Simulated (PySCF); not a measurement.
Species: hexafluorophosphate, PF6 (charge -1).
SMILES: `F[P-](F)(F)(F)(F)F`

The closed-shell ground state was solved at several levels (PySCF, density fitting, gas phase, non-relativistic). Isolated species at its PBE0-D3(BJ)/def2-SVP geometry, gas phase. The geometry's basis has no diffuse functions, a weakness for an anion. No diffuse functions stand in pcSseg-1 and pcSseg-2, which bears on an anion's orbital energies.

```json
{"level": "mPW1PW91/pcSseg-2", "basis functions": "259", "HOMO (eV)": "-5.60", "LUMO (eV)": "6.98", "gap (eV)": "12.58"}
{"level": "CAM-B3LYP/def2-SVPD", "basis functions": "162", "HOMO (eV)": "-7.33", "LUMO (eV)": "5.36", "gap (eV)": "12.69"}
```

Problem. What might PBE0/pcSseg-1 (126 basis functions) give for the same quantities?

Solution. HOMO -5.32 eV, LUMO 7.50 eV, gap 12.82 eV.

Problem. Over all these levels, which gives the widest orbital gap and which the narrowest?

Solution. PBE0/pcSseg-1 (global hybrid, 25 % exact exchange) has the widest, 12.82 eV, and mPW1PW91/pcSseg-2 (global hybrid, 25 % exact exchange) the narrowest, 12.58 eV. Functional and basis both differ between the two, so the spread mixes both effects.
